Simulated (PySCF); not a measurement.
Input for PySCF: R-B3LYP/LANL2DZ on BiH3O3 (SMILES [OH][Bi]([OH])[OH]), a point of a torsion scan.

```python
from pyscf import gto, scf, dft, mp
from pyscf.data.elements import chemcore

mol = gto.M(
    atom='''
    O    -1.29534623   -0.58801396   -0.72710859
    Bi    0.11636546   -0.91970650    0.72046437
    O    -0.89391786    0.29939724    2.01737838
    O     1.22780447    0.65171886    0.02908841
    H    -1.97157080    0.00247527   -0.39788855
    H    -0.70317590    1.21690346    1.82813576
    H     0.72548730    1.15085053   -0.61353231
    ''',
    basis='lanl2dz',
    ecp={'Bi': 'lanl2dz'},
    charge=0, spin=0, verbose=3, max_memory=1800)
mf = dft.RKS(mol, xc='b3lyp')
mf.conv_tol = 1e-8
mf.max_cycle = 100
mf.kernel()
if not mf.converged:
    mf = mf.newton().run(mf.mo_coeff, mf.mo_occ)
```

Task: Predict the final total energy.

Result: -232.9591 hartree.
